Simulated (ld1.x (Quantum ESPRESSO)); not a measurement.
Transferability test, PAW potential for arsenic (As)

* Element: arsenic (As)
* Generator: ld1.x (Quantum ESPRESSO) 7.5
* Type: PAW
* Functional: LDA (PZ)
* Relativity: fully relativistic
* Frozen core: [Ar] 3d10
* Valence charge: 5
* Reference configuration: 4s2 4p3
* Partial waves: 4s (bound): rcut 1.20, rcutus 1.65 bohr; 4s channel at -0.75 Ry: rcut 1.20, rcutus 1.65 bohr; 4p (bound): rcut 1.70, rcutus 2.10 bohr; 4p channel at 0.85 Ry: rcut 1.70, rcutus 2.10 bohr
* Local potential: all-electron potential smoothed inside 1.25 bohr (lloc = -1)
* Core correction: a·sin(br)/r model core inside 0.90 bohr
* Augmentation charge: PSQ, inside the norm-conserving radii

Open shells are filled in proportion to 2j + 1 (rel_dist='average').

Energies are relative to the spin-unpolarised reference configuration 4s2 4p3; without spin polarisation the order of configurations can differ from experiment.

```tsv
valence configuration	charge	ΔE all-electron (eV)	error AE − PS (meV)
4s2 4p2	+1	9.329	-4.3
4s2 4p1	+2	27.495	-35
4s2 4p0	+3	55.540	-142
4s2 4p2.5	+0.5	3.638	-0.7
4s2 4p3.3	-0.3	-1.279	-0.1
```

Task: What are ΔE and the potential's error for 4s1 4p0?

Result: ΔE = 106.653 eV all-electron; the error (AE − PS) is -518 meV.

Task: What are ΔE and the potential's error for 4s1 4p4?

Result: ΔE = 9.477 eV all-electron; the error (AE − PS) is -6.1 meV.

The ghost test of this file was not conclusive.
